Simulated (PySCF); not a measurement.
Si(CCH)(F)2(Me) (C3H4F2Si), SMILES C#C[Si](C)(F)F. Geometry optimised at PBE-D3(BJ)/def2-SVP.

Computed equilibrium geometry at PBE-D3(BJ)/def2-SVP (PySCF confirms it by a frequency run) as a Z-matrix, and its point group:
point group Cs.
```
Si
F 1 1.6306
F 1 1.6306 2 106.20
C 1 1.8266 2 108.22 3 -116.00
C 4 1.2279 2 147.65 1 176.36
H 5 1.0829 2 157.12 1 178.05
C 1 1.8520 2 110.33 3 119.57
H 7 1.1084 1 110.42 2 -178.72
H 7 1.1084 8 108.19 1 120.94
H 7 1.1084 8 108.49 9 117.51
```
